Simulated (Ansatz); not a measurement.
C3H9InO (`CC(C)[O][InH2]`), 14 atoms. The species carries charge 0 and has multiplicity 1. Correlated methods include outer-core shells of In, which these sets cover unevenly. In takes the def2 core potential. Hardware: A = 2 threads of an AMD EPYC 7R13 on a shared host and a share of an NVIDIA H100 80 GB; B = 2 threads of an AMD EPYC 7R13 on a shared host. Correlated methods freeze the cores. Open-shell runs search over several starts.

(1) Give the basis size and wall time and peak host memory of each of these runs in Ansatz. RHF-MP2/def2-QZVPP energy [A]; RKS LC-ωPBE/def2-TZVPP energy [A]; RKS ωB97M-V/def2-QZVPP energy [A]; direct RPA on PBE orbitals/def2-TZVPP energy [A]; UKS ωB97M-V/def2-TZVPP energy of the cation [A]; RKS SPW92 (LDA)/def2-TZVPP energy [A]; UHF-MP2/def2-QZVPP energy of the cation [A]; RKS PBE0-D4/def2-TZVP relaxation (9 steps) [A]; UKS PBE-D4/def2-TZVPP energy of the cation [A]; RKS PBE-QIDH (frozen core)/def2-TZVPP energy [A]; RHF-CCSD(T)/def2-TZVPP energy [A]; RKS ωB97M-V/def2-SVP energy [B]. (An estimate is asked.)

## Answers

(1) Computed: Other jobs shared the machine, so times are rough.

```json
{"level": "RKS LC-ωPBE/def2-TZVPP", "job": "energy [A]", "functions": "300", "wall time": "2.4 s", "peak host memory (GiB)": "0.89"}
{"level": "RKS SPW92 (LDA)/def2-TZVPP", "job": "energy [A]", "functions": "300", "wall time": "2.4 s", "peak host memory (GiB)": "0.85"}
{"level": "direct RPA on PBE orbitals/def2-TZVPP", "job": "energy [A]", "functions": "300", "wall time": "3.7 s", "peak host memory (GiB)": "1.5"}
{"level": "RKS PBE-QIDH (frozen core)/def2-TZVPP", "job": "energy [A]", "functions": "300", "wall time": "4 s", "peak host memory (GiB)": "1.4"}
{"level": "RKS ωB97M-V/def2-QZVPP", "job": "energy [A]", "functions": "580", "wall time": "5.5 s", "peak host memory (GiB)": "1.3"}
{"level": "RHF-MP2/def2-QZVPP", "job": "energy [A]", "functions": "580", "wall time": "6 s", "peak host memory (GiB)": "1.2"}
{"level": "RKS ωB97M-V/def2-SVP", "job": "energy [B]", "functions": "127", "wall time": "8 s", "peak host memory (GiB)": "0.54"}
{"level": "RHF-CCSD(T)/def2-TZVPP", "job": "energy [A]", "functions": "300", "wall time": "8.5 s", "peak host memory (GiB)": "0.89"}
{"level": "UKS PBE-D4/def2-TZVPP", "job": "energy of the cation [A]", "functions": "300", "wall time": "8.6 s", "peak host memory (GiB)": "0.95"}
{"level": "UKS ωB97M-V/def2-TZVPP", "job": "energy of the cation [A]", "functions": "300", "wall time": "13 s", "peak host memory (GiB)": "1.2"}
{"level": "UHF-MP2/def2-QZVPP", "job": "energy of the cation [A]", "functions": "580", "wall time": "16 s", "peak host memory (GiB)": "1.4"}
{"level": "RKS PBE0-D4/def2-TZVP", "job": "relaxation (9 steps) [A]", "functions": "228", "wall time": "22 s", "peak host memory (GiB)": "0.91"}
```

LC-ωPBE has ω = 0.4 bohr⁻¹.
